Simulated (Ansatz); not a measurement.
Cost and result up the ladder for Sr₃S₄ (7 atoms). Total charge 0; singlet. Geometry: PBE-D4/def2-SVP.

```xyz
7

Sr   -1.884    1.082   -0.750
Sr   -0.466   -3.002    0.447
Sr    2.154    0.645    0.492
S     0.669    2.188   -1.398
S     0.069    2.586    0.695
S    -2.514   -1.506   -0.431
S     1.971   -1.992    0.945
```

Ansatz on 4 threads of INTEL XEON PLATINUM 8581C on a shared host. Times are rough, and most runs start from the orbitals of an earlier one. ωB97M-V/def2-TZVP serves as the yardstick here, not as an exact answer. Differences are given only for rows in sets of like size (and for xTB, whose basis is part of the method), since another set adds its own error. Binding counts from free atoms at the same level (Sr singlet, S triplet; other spins of the atoms weren't run), without zero-point energy or a counterpoise term.

In the def2 sets Sr takes a core potential; there is no spin–orbit coupling. Correlated methods freeze 20 core orbitals; core or outer-core shells of Sr are correlated, in sets that lack core-valence functions. The rows differ in basis, and correlated rows in double-zeta sets carry the largest basis error. Another isomer (singlet) lies 0.34 eV lower at PBE0-D4/def2-TZVP; other spin states weren't run for this one.

Correlated methods converge slowly with the basis, most of all in double-zeta sets.

```json
{"level": "PBE-D4/def2-TZVP (with forces)", "functions": "247", "binding energy per atom (eV)": "3.28", "difference from ωB97M-V/def2-TZVP (eV)": "0.09"}
{"level": "PBE0-D4/def2-SVP", "functions": "141", "binding energy per atom (eV)": "3.27", "difference from ωB97M-V/def2-TZVP (eV)": "–"}
{"level": "PBE0-D4/def2-TZVP", "functions": "247", "binding energy per atom (eV)": "3.22", "difference from ωB97M-V/def2-TZVP (eV)": "0.04"}
{"level": "ωB97M-V/def2-TZVP", "functions": "247", "binding energy per atom (eV)": "3.18", "difference from ωB97M-V/def2-TZVP (eV)": "0.00"}
{"level": "CCSD(T)/def2-SVP", "functions": "141", "binding energy per atom (eV)": "2.77", "difference from ωB97M-V/def2-TZVP (eV)": "–"}
{"level": "r2SCAN-D4/def2-TZVP", "functions": "247", "binding energy per atom (eV)": "3.36", "difference from ωB97M-V/def2-TZVP (eV)": "0.18"}
{"level": "BLYP-D4/def2-TZVP", "functions": "247", "binding energy per atom (eV)": "3.07", "difference from ωB97M-V/def2-TZVP (eV)": "-0.12"}
{"level": "PBE-D4/def2-SVP", "functions": "141", "binding energy per atom (eV)": "3.33", "difference from ωB97M-V/def2-TZVP (eV)": "–"}
{"level": "MP2/def2-TZVP", "functions": "247", "binding energy per atom (eV)": "3.02", "difference from ωB97M-V/def2-TZVP (eV)": "-0.16"}
{"level": "BHLYP-D4/def2-TZVP", "functions": "247", "binding energy per atom (eV)": "3.00", "difference from ωB97M-V/def2-TZVP (eV)": "-0.18"}
```

**Question.** Estimate how long each takes.

**Answer.** PBE-D4/def2-SVP 1.6 s; BLYP-D4/def2-TZVP 2.9 s; PBE0-D4/def2-SVP 3 s; PBE-D4/def2-TZVP (with forces) 3.7 s; MP2/def2-TZVP 5.5 s; PBE0-D4/def2-TZVP 6 s; BHLYP-D4/def2-TZVP 6 s; r2SCAN-D4/def2-TZVP 6.5 s; ωB97M-V/def2-TZVP 14 s; CCSD(T)/def2-SVP 19 s. On shared hardware such times vary by a factor of up to 3.
